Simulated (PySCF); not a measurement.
Löwdin shares of the frontier orbitals

C5H5FO3.
Atom-mapped SMILES: `[CH2:1]=[C:2]1[C:3](=[O:4])[O:5][C@@H:6]1[O:7][CH2:8][F:9]` (hydrogens: H10, H11 on C1; H12 on C6; H13, H14 on C8)

Geometry (GFN2-xTB, Å), atoms numbered from 1 in this order:
```
atom  x, y, z in Å
C1     1.8080   -0.9314    1.1590
C2     1.2731   -0.1975    0.2039
C3     1.6261    1.0154   -0.5826
O4     2.5464    1.7533   -0.6959
O5     0.4246    1.0190   -1.2490
C6    -0.0346   -0.1651   -0.5570
O7    -1.1400    0.0672    0.2478
C8    -2.3228    0.2590   -0.4383
F9    -2.7405   -0.9145   -1.0103
H10    2.7844   -0.6958    1.5474
H11    1.2900   -1.7779    1.5781
H12   -0.2116   -0.9786   -1.2732
H13   -3.0783    0.5552    0.2954
H14   -2.2253    0.9910   -1.2525
```

Method used: TDDFT wB97X-D/def2-SVPD, vertical, gas phase, core orbitals frozen in the response in PySCF 2.14.0, density-fitted response routines.

Kohn–Sham orbitals with the atoms that hold most of them (Löwdin shares over 4%, at most four atoms; ? is withheld):

```
orbital  ε (eV)                           atoms
 LUMO+2    2.49  C8 18%, C1 16%, O5 10%, H11 9%
 LUMO+1    2.12   C1 24%, C3 11%, C8 10%, C6 8%
   LUMO       ?                               ?
   HOMO  -10.53  O4 58%, C3 11%, O5 11%, C2 10%
 HOMO-1  -10.85                               ?
 HOMO-2  -11.36   O5 38%, O7 20%, O4 14%, C8 6%
 HOMO-3  -11.73   O7 47%, O5 11%, C6 10%, F9 7%
```

Which atoms hold the HOMO-1, and with what shares?

C2 (bonded to 3 C) 34%; C1 (bonded to C and 2 H) 33%; O4 (bonded to C) 11%; C3 (bonded to C and 2 O) 6%. By element: carbon 72% or more, oxygen 11% or more.

Give the leading atoms of the LUMO.

C1 (bonded to C and 2 H) 30%; C2 (bonded to 3 C) 21%; C3 (bonded to C and 2 O) 15%; O4 (bonded to C) 12%. By element: carbon 66% or more, oxygen 12% or more.

What is the LUMO energy, and the HOMO–LUMO gap?

ε(LUMO) = -0.24 eV; the gap is 10.29 eV (0.3782 hartree).

How does S1 compare with the orbital gap of 10.29 eV?

S1 is at 5.01 eV (f = 0.0001), 5.28 eV below the gap, made of HOMO→LUMO (93%). 

One configuration dominates each of S1 and S2. Which, and how do the shares of the two leading atoms of either orbital change from the occupied to the empty one?

- S1 (5.01 eV, f 0.0001), HOMO→LUMO (93%): O4 58% → 12%, C3 11% → 15%, C1 at most 10% → 30%, C2 10% → 21%
- S2 (6.65 eV, f 0.255), HOMO-1→LUMO (84%): C2 34% → 21%, C1 33% → 30%

Löwdin shares depend on the basis, the more so with diffuse functions.

On an AMD EPYC with one thread, no GPU, on a shared host, this took 1.8 min wall and 0.98 GiB of memory at its peak.

One conformer stands for the species.
